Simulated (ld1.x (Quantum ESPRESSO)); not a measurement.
**Which setting gave this result? (fluorine, ultrasoft)**

Base potential:

fluorine (F), ultrasoft, made with ld1.x (Quantum ESPRESSO) 7.5 (PBEsol, non-relativistic). Core [He], reference 2s2 2p4 (charge +1). Waves: 2s (bound): rcut 0.60, rcutus 0.75 bohr; 2s channel at -2.85 Ry: rcut 0.60, rcutus 0.75 bohr; 2p (bound): rcut 1.40, rcutus 1.65 bohr; 2p channel at -1.7 Ry: rcut 1.40, rcutus 1.65 bohr. Local part: all-electron potential smoothed inside 1.60 bohr (lloc = -1). Core correction: a·sin(br)/r model core, default radius (core density twice the valence density). Augmentation charge: built from norm-conserving waves at rcut, not smoothed further.

Cutoffs, loose and tight: the cutoffs (Ry, on a coarse ladder) from which the occupation-weighted sum of valence levels, in a spherical-Bessel basis at the reference potential, stays within 10 and 1 mRy of its value at 400 Ry. They do not see the model core or the augmentation charge, which bear on the density cutoff. Test errors are all-electron minus pseudo excitation energies from the reference, over the configurations 2s2 2p5; 2s2 2p3; 2s2 2p2; 2s1 2p6; 2s2 2p4.5; 2s1 2p5; 2s2 2p5.3; variants that change the core or the reference have their own tests.

A file whose overlap is not positive is unfit for use, and its test errors describe a broken file.

Only the scale of all radii but the core radius (base = 1) is moved (1 further runs of the sweep failed or gave no value and are left out):

| scale of all radii but the core radius (base = 1) | bound ghosts | largest test error (meV) | median size of the test errors |
| --- | --- | --- | --- |
| 0.78 | none | +149 | 21.0 meV |
| 0.83 | none | +256 | 25.3 meV |
| 0.92 | not determined (overlap not positive) | +380 | 26.3 meV |
| 1.1 | none | +875 | 75.5 meV |
| 1.23 | none | +3030 | 290.7 meV |
| 1.28 | not determined | -1797 | 509.5 meV |

Problem. One more run gave bound ghosts: not determined (overlap not positive); largest test error (meV): +496; median size of the test errors: 37.0 meV. Which value of the scale of all radii but the core radius (base = 1) was used?

Solution. 1.01. The median size of the test errors moves one way along this sweep, from 21.0 meV at 0.78 to 509.5 meV at 1.28, which places the run between 0.92 and 1.1.
